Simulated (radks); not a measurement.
Valence configurations of the barium ion Ba+ (all share [Xe]). All-electron calculation, Dirac Kohn-Sham, BLYP, spin-unpolarised, spherical densities, finite nucleus; open shells fill j = l - 1/2 first; Fermi nuclear charge, rms radius 4.8378 fm. Program: a radial shooting solver on a logarithmic mesh with Libxc functionals. Energies are relative to 6s1; eigenvalues in eV.

valence,E (eV),e(4f5/2),e(5d3/2),e(6p1/2),e(6s1/2)
6s1,0.000,-,-,-,-7.582
5d1,0.737,-,-5.924,-,-
5d0.5 6s0.5,0.321,-,-6.466,-,-7.207
4f1,4.879,-2.097,-,-,-
4f0.5 6s0.5,2.291,-2.167,-,-,-7.208
6s0.5 6p0.5,1.246,-,-,-5.343,-7.852
6p1,2.509,-,-,-5.566,-

NIST lists [Xe] 6s1 as the ground configuration; this level of theory agrees among the configurations tried. The energies are those of spherical spin-averaged densities, not of single terms.
